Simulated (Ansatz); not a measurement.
```yaml
crystal:
  periodic: [false, false, false]
  atoms:
    - {symbol: C, position_ang: [-0.587565, 0.048658, 1.754365]}
    - {symbol: O, position_ang: [-0.058891, -0.568981, 0.604372]}
    - {symbol: Mo, position_ang: [0.688584, -0.055517, -0.993169]}
    - {symbol: O, position_ang: [1.986089, -1.055610, -1.327081]}
    - {symbol: O, position_ang: [-0.582218, -0.149617, -2.362257]}
    - {symbol: S, position_ang: [1.354557, 1.941969, -0.785850]}
    - {symbol: H, position_ang: [-0.293101, -0.534052, 2.629966]}
    - {symbol: H, position_ang: [-1.678300, 0.069830, 1.686604]}
    - {symbol: H, position_ang: [-0.210688, 1.070876, 1.846895]}
    - {symbol: H, position_ang: [-0.535367, -0.818654, -3.050945]}
basis:
  gaussian: {orbitals: def2-mTZVP}
magnetization: {spin_polarized: true, initial_magnetization: 1}
hamiltonian: {xc: {name: SPW92}}
output: {forces: true}
```

```sh
$ ansatz run in.yaml --threads 4 --pin off --events-out ev --progress --plain --max-ram 11315MiB
```

How does Ansatz answer? (An estimate is asked.)

The calculation gave: The input was rejected before any iteration.
```
Error: a molecule whose nuclei and cores have a total charge of 64 cannot have a net charge of 0 together with 1 unpaired electrons
```
